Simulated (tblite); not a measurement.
Problem. Write Cartesian coordinates for InChI=1S/C2H7FOSi3/c1-2-5-4-7-6-3/h1H,5-7H2 as optimised with GFN2-xTB.

Solution. 
```xyz
14
C2H7FOSi3 angstrom
C      2.769    1.319   -0.348
C      2.299    0.392    0.256
Si     1.570   -1.043    1.175
O      0.064   -1.297    0.634
Si    -1.388   -1.082   -0.061
Si    -1.967    1.122    0.193
F     -3.533    1.226   -0.209
H      3.184    2.130   -0.875
H      2.315   -2.266    0.880
H      1.449   -0.710    2.595
H     -2.235   -2.062    0.633
H     -1.227   -1.522   -1.455
H     -1.346    2.099   -0.703
H     -1.954    1.692    1.542
```

Orientation and origin are arbitrary. Atoms count from 1 in this order. Si5 (oxygen-bound silicon) is distorted tetrahedral (angles from 103.0° to 116.3°). Si3 (oxygen-bound silicon) is distorted tetrahedral (angles from 106.0° to 115.4°). O4 (siloxane oxygen) is bent (angle 162.4°). Si6 (fluorine-bound silicon) is distorted tetrahedral (angles from 102.3° to 118.3°).

Bonds between heavy atoms (Å): C1≡C2 1.202, C2–Si3 1.854, Si3–O4 1.620, O4–Si5 1.624, Si5–Si6 2.293, Si6–F7 1.620.

Computed geometry: GFN2-xTB, gas phase.

Point group: C1 (no symmetry element, even within 0.4 Å). Its lowest GFN2-xTB frequency is 9i cm⁻¹, too small to tell a flat minimum from a shallow saddle. One conformer, not necessarily the lowest (C2–Si3–O4–Si5 -20°, Si3–O4–Si5–Si6 -32°, O4–Si5–Si6–F7 -168°). 3 starts were optimised and ended at 0.00, 0.16 and 1.42 kcal/mol (GFN2-xTB); the lowest of these is shown.
